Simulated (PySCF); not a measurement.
Species: B(PF3)H3.
Bonds: B1–P2, P2–F3, P2–F4, P2–F5. Hydrogens: H6, H7, H8 on B1.

Level of theory: PBE0-D3(BJ)/def2-SVP geometry optimisation, gas phase in PySCF.

(1) List the bond lengths and angles at this level.

Answers

(1) 
| bond | length (Å) |
| --- | --- |
| B1–P2 | 1.836 |
| B1–H6, B1–H7, B1–H8 | 1.217 |
| P2–F3, P2–F4, P2–F5 | 1.570 |

Bonds in one row agree within 0.01 Å and their mean is given. A selection of angles:
| angle | degrees |
| --- | --- |
| P2–B1–H6 | 102.4 |
| P2–B1–H7 | 102.9 |
| H6–B1–H7 | 115.3 |
| B1–P2–F3 | 118.3 |
| F3–P2–F4 | 99.8 |

P2 (phosphorus bonded to B and 3 F) is distorted tetrahedral (angles from 99.6° to 118.3°). All 3 F–P bonds measure 1.570 Å. B1 (boron bonded to P and 3 H) is distorted tetrahedral (angles from 102.4° to 115.4°).

Point group: C3v (every atom within 0.08 Å of its image). Not checked by PBE0-D3(BJ)/def2-SVP frequencies.

Time: 9.6 s of wall time. Hardware: one thread, Arm Neoverse V1, shared host. This is the geometry optimisation.
